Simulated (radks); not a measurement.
Spherical jellium clusters: N electrons in a uniform positive sphere of charge N and radius rs N^(1/3), rs = 2.41 bohr. Level of theory: non-relativistic Kohn-Sham, LDA (Slater exchange, Perdew-Wang correlation), spin-polarised, spherical densities (a radial shooting solver with Libxc functionals). Levels are named by radial order and angular momentum (1s, 1p, 1d, 2s, ...), and open shells are averaged over m. Each electron was tried in the lowest free levels, single moves between levels near the top were tried too, and the lowest total energy was kept; such a search can miss a lower state. Energies include the self-energy of the background; IP and EA are vertical (highest electron removed, lowest free level filled), at fixed background; spill-out counts the electrons outside the background radius R, and alpha is the static dipole polarisability from linear response (closed shells only). A dash means not computed or, for alpha, an open shell; in EA it means that no bound solution was reached, which is typical of self-interaction and does not show that the anion is unstable. Real open-shell clusters deform, which this model forbids.

N                         open shells  2S  E/N (eV)  E(N+1) + E(N-1) - 2E(N) (eV)  IP (eV)  EA (eV)  spill-out (e)  alpha/R^3
1                    1s(up 1, down 0)   1    -0.292                             -        -        -           0.57          -
2                                none   0    -1.102                         2.384    7.646        -           0.80      2.255
3                    1p(up 1, down 0)   1    -0.577                        -0.987    4.636        -           1.22          -
4                    1p(up 2, down 0)   2    -0.562                        -0.909    5.742        -           1.49          -
5                    1p(up 3, down 0)   3    -0.735                         0.335    6.437        -           1.68          -
6                    1p(up 3, down 1)   2    -0.794                        -0.751    5.858        -           1.87          -
7                    1p(up 3, down 2)   1    -0.943                        -0.578    6.471    2.173           2.02          -
8                                none   0    -1.128                         2.817    6.895        -           2.15      1.827
9                    1d(up 1, down 0)   1    -0.958                        -0.471    3.934        -           2.42          -
10                   1d(up 2, down 0)   2    -0.870                        -0.449    4.479        -           2.63          -
11                   1d(up 3, down 0)   3    -0.838                        -0.412    4.914        -           2.81          -
12                   1d(up 4, down 0)   4    -0.846                        -0.372    5.273        -           2.96          -
13                   1d(up 5, down 0)   5    -0.881                         0.339    5.573        -           3.10          -
14  1d(up 5, down 0) 2s(up 1, down 0)   6    -0.888                        -0.047    5.157        -           3.39          -
15                   1d(up 5, down 2)   3    -0.896                        -0.499    5.327    1.806           3.37          -
16                   1d(up 5, down 3)   2    -0.934                        -0.296    5.607    2.090           3.49          -
17                   1d(up 5, down 4)   1    -0.986                        -0.264    5.846    2.341           3.59          -
18                               none   0    -1.046                         0.241    6.053    2.202           3.69      1.630
19                   2s(up 1, down 0)   1    -1.088                         0.215    5.754    2.120           3.91          -
20                               none   0    -1.114                         1.723    5.572        -           4.16      1.689
21                   1f(up 1, down 0)   1    -1.056                        -0.262    3.908        -           4.31          -
22                   1f(up 2, down 0)   2    -1.015                        -0.248    4.164        -           4.45          -
23                   1f(up 3, down 0)   3    -0.989                        -0.233    4.392        -           4.57          -
24                   1f(up 4, down 0)   4    -0.974                        -0.219    4.597        -           4.69          -
25                   1f(up 5, down 0)   5    -0.969                        -0.205    4.782    1.653           4.79          -
26                   1f(up 6, down 0)   6    -0.973                        -0.192    4.951    1.833           4.89          -
27                   1f(up 7, down 0)   7    -0.983                         0.478    5.105        -           4.98          -
28                   1f(up 7, down 1)   6    -0.976                        -0.205    4.588    1.573           5.08          -
29                   1f(up 7, down 2)   5    -0.976                        -0.191    4.770    1.763           5.18          -
30                   1f(up 7, down 3)   4    -0.982                        -0.179    4.936    1.939           5.27          -
31                   1f(up 7, down 4)   3    -0.994                        -0.167    5.087    2.100           5.36          -
32                   1f(up 7, down 5)   2    -1.011                        -0.157    5.225    2.251           5.44          -
33                   1f(up 7, down 6)   1    -1.031                        -0.147    5.353    2.391           5.52          -
34                               none   0    -1.054                         0.538    5.471    1.944           5.60      1.489
35                   2p(up 1, down 0)   1    -1.061                        -0.082    4.904    2.106           5.82          -
36                   2p(up 2, down 0)   2    -1.069                        -0.071    5.035    2.250           6.03          -
37                   2p(up 3, down 0)   3    -1.079                         0.289    5.150    2.052           6.23          -
38                   2p(up 3, down 1)   2    -1.081                        -0.078    4.900    2.211           6.46          -
39                   2p(up 3, down 2)   1    -1.084                        -0.069    5.033    2.353           6.68          -
40                               none   0    -1.090                         1.023    5.150        -           6.90      1.621
41                   1g(up 1, down 0)   1    -1.070                        -0.151    4.171    1.445           6.98          -
42                   1g(up 2, down 0)   2    -1.054                             -    4.289    1.570           7.06          -

All shells are closed at N = 2, 8, 18, 20, 34, 40 (there: 1s2 1p6 1d10 2s2 1f14 2p6); the second difference of the energy has clear peaks (12 % above both neighbours; the first and last values, which can be the largest, are not judged, and half-filled shells can peak too) at N = 5, 8, 13, 18, 20, 27, 34, 37, 40.
